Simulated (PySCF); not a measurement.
C₅H₁₆OSi₂, SMILES C([Si](C)(C)C)CO[SiH3], singlet, GFN2-xTB optimised geometry.

```
24

C     -0.91    -1.57    -1.56
Si    -0.28    -0.66     0.00
C      1.62    -0.66     0.00
C     -0.94     1.13     0.00
C     -0.97    -1.61     1.52
C     -1.10    -0.73     2.75
O      0.10    -0.09     3.06
Si     1.40    -0.65     3.84
H     -1.99    -1.56    -1.63
H     -0.52    -1.10    -2.46
H     -0.59    -2.61    -1.58
H      2.01    -0.20    -0.90
H      2.01    -0.11     0.85
H      2.02    -1.67     0.05
H     -0.58     1.67     0.87
H     -0.60     1.67    -0.88
H     -2.02     1.16     0.01
H     -0.31    -2.45     1.76
H     -1.95    -2.03     1.30
H     -1.84     0.06     2.57
H     -1.43    -1.32     3.62
H      2.23     0.55     3.81
H      2.03    -1.79     3.17
H      1.05    -1.09     5.20
```

Density from PBE/def2-SVP (PySCF) at that geometry.

Minimum of the electron density along straight lines between bonded atoms, close to the bond critical point (lines longer than 1.1 times the sum of covalent radii, or with two minima, are not listed):

```json
[
 {"bond": "C1–Si2", "length / Å": "1.911", "ρ at the minimum / e bohr⁻³": "0.108", "∇²ρ there / e bohr⁻⁵": "0.30", "position (fraction from the first atom)": "0.62"},
 {"bond": "Si2–C3", "length / Å": "1.907", "ρ at the minimum / e bohr⁻³": "0.109", "∇²ρ there / e bohr⁻⁵": "0.29", "position (fraction from the first atom)": "0.38"},
 {"bond": "Si2–C4", "length / Å": "1.907", "ρ at the minimum / e bohr⁻³": "0.109", "∇²ρ there / e bohr⁻⁵": "0.30", "position (fraction from the first atom)": "0.38"},
 {"bond": "Si2–C5", "length / Å": "1.922", "ρ at the minimum / e bohr⁻³": "0.107", "∇²ρ there / e bohr⁻⁵": "0.29", "position (fraction from the first atom)": "0.38"},
 {"bond": "C5–C6", "length / Å": "1.521", "ρ at the minimum / e bohr⁻³": "0.245", "∇²ρ there / e bohr⁻⁵": "…", "position (fraction from the first atom)": "0.49"},
 {"bond": "C6–O7", "length / Å": "1.398", "ρ at the minimum / e bohr⁻³": "0.256", "∇²ρ there / e bohr⁻⁵": "-0.32", "position (fraction from the first atom)": "0.34"},
 {"bond": "O7–Si8", "length / Å": "1.616", "ρ at the minimum / e bohr⁻³": "…", "∇²ρ there / e bohr⁻⁵": "1.10", "position (fraction from the first atom)": "0.59"},
 {"bond": "C1–H9", "length / Å": "1.086", "ρ at the minimum / e bohr⁻³": "0.269", "∇²ρ there / e bohr⁻⁵": "-0.94", "position (fraction from the first atom)": "0.62"},
 {"bond": "C1–H10", "length / Å": "1.085", "ρ at the minimum / e bohr⁻³": "0.270", "∇²ρ there / e bohr⁻⁵": "-0.95", "position (fraction from the first atom)": "0.63"},
 {"bond": "C1–H11", "length / Å": "1.086", "ρ at the minimum / e bohr⁻³": "0.269", "∇²ρ there / e bohr⁻⁵": "-0.95", "position (fraction from the first atom)": "0.63"},
 {"bond": "C3–H12", "length / Å": "1.086", "ρ at the minimum / e bohr⁻³": "0.269", "∇²ρ there / e bohr⁻⁵": "-0.95", "position (fraction from the first atom)": "0.63"},
 {"bond": "C3–H13", "length / Å": "1.085", "ρ at the minimum / e bohr⁻³": "0.270", "∇²ρ there / e bohr⁻⁵": "-0.95", "position (fraction from the first atom)": "0.63"},
 {"bond": "C3–H14", "length / Å": "1.086", "ρ at the minimum / e bohr⁻³": "0.269", "∇²ρ there / e bohr⁻⁵": "-0.94", "position (fraction from the first atom)": "0.63"},
 {"bond": "C4–H15", "length / Å": "1.086", "ρ at the minimum / e bohr⁻³": "0.271", "∇²ρ there / e bohr⁻⁵": "-0.96", "position (fraction from the first atom)": "0.63"},
 {"bond": "C4–H16", "length / Å": "1.086", "ρ at the minimum / e bohr⁻³": "0.269", "∇²ρ there / e bohr⁻⁵": "-0.94", "position (fraction from the first atom)": "0.63"},
 {"bond": "C4–H17", "length / Å": "1.086", "ρ at the minimum / e bohr⁻³": "0.269", "∇²ρ there / e bohr⁻⁵": "-0.94", "position (fraction from the first atom)": "0.62"},
 {"bond": "C5–H18", "length / Å": "1.090", "ρ at the minimum / e bohr⁻³": "0.269", "∇²ρ there / e bohr⁻⁵": "-0.93", "position (fraction from the first atom)": "0.62"},
 {"bond": "C5–H19", "length / Å": "1.090", "ρ at the minimum / e bohr⁻³": "0.269", "∇²ρ there / e bohr⁻⁵": "-0.93", "position (fraction from the first atom)": "0.62"},
 {"bond": "C6–H20", "length / Å": "1.095", "ρ at the minimum / e bohr⁻³": "0.281", "∇²ρ there / e bohr⁻⁵": "-1.05", "position (fraction from the first atom)": "0.64"},
 {"bond": "C6–H21", "length / Å": "1.098", "ρ at the minimum / e bohr⁻³": "0.277", "∇²ρ there / e bohr⁻⁵": "-1.01", "position (fraction from the first atom)": "0.63"},
 {"bond": "Si8–H22", "length / Å": "1.455", "ρ at the minimum / e bohr⁻³": "0.120", "∇²ρ there / e bohr⁻⁵": "0.32", "position (fraction from the first atom)": "0.49"},
 {"bond": "Si8–H23", "length / Å": "1.467", "ρ at the minimum / e bohr⁻³": "0.117", "∇²ρ there / e bohr⁻⁵": "0.31", "position (fraction from the first atom)": "0.49"},
 {"bond": "Si8–H24", "length / Å": "1.468", "ρ at the minimum / e bohr⁻³": "0.117", "∇²ρ there / e bohr⁻⁵": "0.31", "position (fraction from the first atom)": "0.49"}
]
```

Complete the blanks.


- C5–C6, ∇²ρ there / e bohr⁻⁵: -0.54
- O7–Si8, ρ at the minimum / e bohr⁻³: 0.131
